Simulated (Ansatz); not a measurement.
A run for Ansatz (a quantum-chemistry and plane-wave program): R-B2PLYP/def2-TZVPPD on N2 (SMILES N#N). Files ending in .json are basis or fitting sets from the Basis Set Exchange.

Ansatz 0.2 input:
```yaml
crystal:
  periodic: [false, false, false]
  atoms:
    - {symbol: N, position_ang: [0.02028671, -0.00283959, 2.86884325]}
    - {symbol: N, position_ang: [0.03616433, -0.00290193, 3.95933179]}
basis:
  gaussian:
    orbitals: def2-TZVPPD.json
hamiltonian:
  xc: {name: B2PLYP}
magnetization: {spin_polarized: false}
correlation: {electrons: outside_noble_gas}
scf: {lower_state_search: off}
```

It printed:

```
WARN ansatz: RAYON_NUM_THREADS=2 ignored (pool sized by the plan → 2); use --threads N
Functional definition: B2PLYP
these checks for a lower state are left out or cut short: stability, starts, cluster_reference, orbital_swaps, neighbouring_geometries, increment
integrals: 0.02 GiB planned
478 factors; integrals over basis functions are off by at most 8.4e-4 eV
mean field: 0.14 GiB planned
mean field evaluation 1: about -2975.8617 eV, gradient 1.7e1 eV
mean field evaluation 2: about -2975.8638 eV, gradient 1.7e1 eV
mean field evaluation 4: about -2976.3602 eV, gradient 5.8e-1 eV
mean field evaluation 8: about -2976.3609 eV, gradient 2.1e-4 eV
mean field -2976.36089772 eV, -109.3792455414 hartree, gradient 1.8e-6 eV, S^2 0.000000; 0 other end points of the search recorded, 0 dependent functions left out
2 core orbitals not correlated
reference -2976.36098703 eV, -109.3792488233 hartree; 5, 5 occupied and 67, 67 virtual orbitals, 478 factors
second order -12.55260127 eV of doubles, -0.00000000 eV of singles
Total energy: -2979.75018937 eV, -109.5037997121 hartree
Checks for a lower state left out: stability, starts, cluster_reference, orbital_swaps, neighbouring_geometries, increment
```

The run converged.

Cost: roughly 0.7 core-seconds.
